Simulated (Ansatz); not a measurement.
Compare A (`[SiH3]C[SiH2][TeH]`) with its isomer B (`[SiH3][SiH2]C[TeH]`).

Gas-phase electronic energies from Ansatz, PBE0-D4/def2-TZVP geometries. CCSD(T)/CBS adds triple-zeta CCSD(T) − MP2 to the extrapolated MP2 energy (def2 sets, frozen cores). DFT in def2-TZVPP. B3LYP here is the variant with VWN-RPA as its local correlation; programs differ in this. def2 core potentials past Kr. For Te outer-core shells are correlated without core-valence functions, which leaves a few kJ/mol of doubt a bond. One conformer a species, not always the lowest.

Which is lower in electronic energy at CCSD(T)/CBS, and by how much? (An estimate is asked.)

Computed: A, by 95.7 kJ/mol.

Give E(B) − E(A) in kJ/mol with CCSD/def2-TZVPP, HF/def2-TZVPP, B2PLYP, CCSD(T)/def2-TZVPP, r2SCAN-D4, PBE0-D4, B3LYP. (Best estimate.)

Ansatz gave: CCSD/def2-TZVPP 96.0, HF/def2-TZVPP 108.7, B2PLYP 98.0, CCSD(T)/def2-TZVPP 93.7, r2SCAN-D4 98.2, PBE0-D4 95.3, B3LYP 95.6. None reverses the order clearly.

Largest T1 diagnostic: 0.012.

From PBE to PBE0 (25 % exact exchange), in def2-TZVPP and without D4, E(B) − E(A) moves by +6.9 kJ/mol. In def2-TZVPP, CCSD(T) changes the Hartree–Fock value by −15.0 kJ/mol (the triples alone add −2.3 kJ/mol) and MP2 by −6.1 kJ/mol.
